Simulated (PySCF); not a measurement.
Ge(F)2(Cl)(NH2) (ClF2GeH2N), SMILES [NH2][Ge]([F])([F])[Cl]. Atoms are numbered in the order given.

```xyz
7

N      1.8506    -0.3829     0.3601
Ge     0.1387     0.1686     0.1452
F     -0.6161     0.3578     1.6973
F     -0.0350     1.7512    -0.5712
Cl    -0.9555    -1.2475    -1.0276
H      2.2175    -0.8539    -0.4745
H      2.4928     0.3662     0.6439
```

Geometry optimised at PBE-D3(BJ)/def2-SVP. This is a generated structure with no PubChem entry under its InChIKey; it may be hypothetical. Other conformers were not sampled.

Level of theory: PBE-D3(BJ)/def2-SVP run with PySCF 2.14.0.

Frequencies are harmonic and unscaled.

Computed vibrational spectrum:
| mode | ν (cm⁻¹) | IR (km/mol) | Raman (Å⁴/amu) | depolarisation | moving atoms (share of kinetic energy) |
|---|---|---|---|---|---|
| 1 | 72 | 20.3 | 1.2 | 0.75 | H 64 %, F 27 % |
| 2 | 158 | 1.5 | 1.9 | 0.75 | N 32 %, Cl 24 %, F 23 %, H 14 % |
| 3 | 184 | 6.0 | 0.6 | 0.72 | F 38 %, Cl 23 %, H 21 %, Ge 13 % |
| 4 | 229 | 25.0 | 2.7 | 0.75 | F 36 %, N 22 %, Ge 20 %, H 18 % |
| 5 | 233 | 24.7 | 2.3 | 0.61 | F 51 %, N 16 %, Ge 15 %, Cl 11 % |
| 6 | 249 | 16.1 | 1.1 | 0.73 | F 66 %, Ge 18 %, N 10 % |
| 7 | 434 | 49.9 | 8.8 | 0.12 | Cl 65 %, Ge 28 % |
| 8 | 500 | 159.6 | 5.1 | 0.04 | H 65 %, N 31 % |
| 9 | 684 | 58.1 | 11.8 | 0.04 | F 64 %, N 17 %, Ge 10 % |
| 10 | 719 | 66.9 | 2.7 | 0.49 | F 68 %, Ge 24 % |
| 11 | 743 | 61.4 | 4.2 | 0.65 | N 36 %, F 25 %, Ge 24 %, H 14 % |
| 12 | 882 | 31.5 | 1.1 | 0.68 | H 86 %, N 12 % |
| 13 | 1483 | 29.2 | 3.8 | 0.72 | H 91 %, N 9 % |
| 14 | 3452 | 35.1 | 128.0 | 0.11 | H 96 % |
| 15 | 3556 | 39.1 | 72.1 | 0.74 | H 91 %, N 9 % |
